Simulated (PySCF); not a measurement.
`O=CNN=C1CCC1`, C5H8N2O

Geometry (Å), atoms numbered from 1 in this order:
```xyz
16

O     1.6728   -1.5495    1.3298
C     2.4569   -0.8508    0.7391
N     2.2092    0.3501    0.1690
N     1.0447    1.0849    0.1948
C    -0.0975    0.5549    0.1339
C    -0.7198   -0.7999   -0.0452
C    -2.0999   -0.1190   -0.0776
C    -1.4264    1.2478    0.1517
H     3.5226   -1.1224    0.6087
H     2.9920    0.9233   -0.1167
H    -0.4169   -1.3023   -0.9642
H    -0.5416   -1.4819    0.7847
H    -2.7728   -0.4286    0.7181
H    -2.6148   -0.2039   -1.0319
H    -1.6575    1.7222    1.1036
H    -1.5585    1.9840   -0.6392
```

Computed with GIAO BHandHLYP/pcSseg-1 magnetisability, rotational g tensor and spin-rotation constants, non-relativistic, gas phase (PySCF 2.14.0). Geometry: GFN2-xTB.

Q: Give the nuclear spin-rotation constants along the inertial axes (H = +C I·J) beside the isotropic shieldings.

A: Rotational constants 4.4847, 1.4613, 1.1744 GHz. A star marks the isotopologue with that one atom substituted, in its own axes.
```csv
atom,isotope,Caa (kHz),Cbb (kHz),Ccc (kHz),mean (kHz),σ (ppm)
N3,14N,0.488,0.188,0.103,0.260,78.6
N4,14N,1.321,0.236,0.092,0.550,-79.4
H9,1H,0.339,-0.131,-0.090,0.039,24.0
H10,1H,-0.208,0.042,-0.128,-0.098,24.5
H11,1H,-0.481,-0.148,0.038,-0.197,29.2
H12,1H,-0.347,-0.016,-0.076,-0.146,28.1
H13,1H,-0.371,-0.082,-0.056,-0.170,30.0
H14,1H,-0.222,-0.166,-0.030,-0.139,30.1
H15,1H,-0.444,-0.165,0.049,-0.187,28.9
H16,1H,-0.325,-0.038,-0.086,-0.149,28.9
O1,17O*,-2.012,-0.895,-0.152,-1.020,-89.2
C2,13C*,2.158,0.492,0.292,0.981,25.9
C5,13C*,2.293,0.608,0.261,1.054,10.4
C6,13C*,0.732,0.243,0.232,0.402,146.5
C7,13C*,0.678,0.192,0.137,0.336,174.0
C8,13C*,0.657,0.246,0.220,0.374,151.4
```
For the geometry as given, no vibrational averaging.

Q: How do the rotational constants and the g tensor change when H9, H10, H11, H12, H13, H14, H15, H16 are replaced by deuterium?

A: Constants 3.8391, 1.2720, 1.0343 GHz; g -0.0493, -0.0107, -0.0077, against -0.0568, -0.0125, -0.0087 before.
